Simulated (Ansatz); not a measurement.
The cluster Ga2N2, relaxed as a triplet with UKS PBE-D4/def2-SVP in Ansatz, starting from the PBE-D4/def2-SVP geometry of the neutral singlet. Force threshold 0.02 eV/Å.

The structure comes from a short search, and lower isomers may exist.

Start:

Cartesian coordinates in Å:
```
Ga -1.897 0.517 -0.161
Ga 0.382 -1.412 -0.850
N 0.194 0.603 0.457
N 1.322 0.293 0.554
```

```csv
step,energy (eV),largest force component (eV/Å),SCF passes
1,-107700.4632,0.614,36
2,-107700.6174,1.209,42
3,-107700.7547,1.271,43
4 (rejected),-107700.7467,4.046,41
5,-107700.8080,0.482,42
6,-107700.8353,0.646,42
7,-107700.8481,0.483,43
8,-107700.8549,0.086,42
9,-107700.8583,0.025,36
10,-107700.8586,0.033,37
11 (rejected),-107700.8584,0.235,38
12,-107700.8586,0.001,26
```

Force components are those of the run's own axes.

End:

```xyz
4

Ga   -1.736    0.322   -0.250
Ga   -0.133   -1.645   -1.144
N     0.419    0.554    0.486
N     1.450    0.769    0.908
```

By distances, no bond broke or formed. The bond that changes most is Ga1–N3, from 2.18 to 2.29 Å (atoms count from 1).

No frequencies were taken in this run, so the end may be a saddle point.

Hardware: 2 threads of Arm Neoverse V1 on a shared host. Wall time 29 s.
